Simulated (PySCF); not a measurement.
CH3BO. Atoms are numbered in the order given.

```xyz
6

B      0.0000     0.0000    -1.3356
H      1.0104     0.5834    -1.6430
H     -1.0104     0.5834    -1.6430
H      0.0000    -1.1667    -1.6430
C      0.0000     0.0000     0.1841
O      0.0000     0.0000     1.3128
```

Geometry: B3LYP-D3(BJ)/def2-TZVP.

Calculation: PySCF with KT2/pcSseg-2.

GIAO shieldings, no solvent; atoms alike by connectivity are averaged. δ = σ(ref) − σ: ¹¹B against BF3 (σ = 89.2 ppm); ¹H against TMS (σ = 31.47 ppm); ¹³C against TMS (σ = 184.2 ppm); ¹⁷O against H2O (σ = 324.0 ppm), references at their B3LYP-D3(BJ)/def2-TZVP geometries, non-relativistic.

Computed chemical shifts:
```csv
nucleus,atoms,count,δ (ppm)
¹¹B,B1,1,-72.7
¹H,"H2, H3, H4",3,1.43
¹³C,C5,1,182.6
¹⁷O,O6,1,342.9
```
